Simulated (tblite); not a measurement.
Species: C4H9O2S (charge -1).
SMILES with atom numbers: `[CH3:1][CH2:2][CH2:3][CH2:4][S@@:5](=[O:6])[O-:7]` (hydrogens: H8, H9, H10 on C1; H11, H12 on C2; H13, H14 on C3; H15, H16 on C4)
Bond orders are those of one Lewis drawing.

Computed with GFN2-xTB (tblite), gas phase: nudged elastic band of 9 images (0 to 8), spring 0.2 eV/Å², climbing image at the end, force threshold 0.05 eV/Å. The top image wasn't refined or checked by frequencies; at this threshold it can lie a kcal/mol or more above the true saddle point of the method.

The band describes a rotation about C2–C3 (chain CH2 carbon, chain CH2 carbon), followed by the dihedral C1–C2–C3–C4, from the optimised start (177°) to a second optimised geometry at -68°.

**Question.** How does the energy change from image to image?

**Answer.** 
```csv
image,dihedral (°),E (eV),C2–C3 (Å),C1···C4 (Å),largest true force (eV/Å)
0,177,0.000,1.526,3.87,0.01
1,-170,0.013,1.527,3.87,0.04
2,-155,0.050,1.531,3.83,0.04
3,-141,0.094,1.535,3.77,0.04
4,-126,0.119,1.538,3.67,0.03
5,-111,0.110,1.538,3.55,0.04
6,-97,0.074,1.534,3.41,0.05
7,-82,0.037,1.530,3.25,0.04
8,-68,0.027,1.529,3.14,0.01
```

Barriers of this band. The top is image 4 at -126°: 0.119 eV forward and 0.092 eV back; the end lies 0.027 eV above the start. The central bond is 0.012 Å longer at the top than at the start.

**Question.** What rate follows at 200 K for crossing this barrier forward?

**Answer.** Taking the electronic barrier for the free energy of activation (no zero-point or entropy terms, transmission 1), rate = (kT/h)·exp(−ΔE/kT) ≈ 4 × 10^9 s⁻¹, whose inverse is 2 × 10^-10 s. An error of 1 kcal/mol in the barrier changes this by a factor of 12, and the method and the loose band can each miss by that much or more.

**Question.** How would the two end points share their population at 200 K, from these energies alone?

**Answer.** exp(−ΔE/kT) with ΔE = 0.027 eV gives 0.21 for the higher one (end) against 1 for the lower, without vibrational, rotational or degeneracy terms. GFN2-xTB can put conformers this close in the wrong order.

What follows is the cost of the whole band run. Time: 5.5 s wall; peak memory 0.18 GiB. Hardware: one thread, AMD EPYC (x86_64), no GPU (shared host).
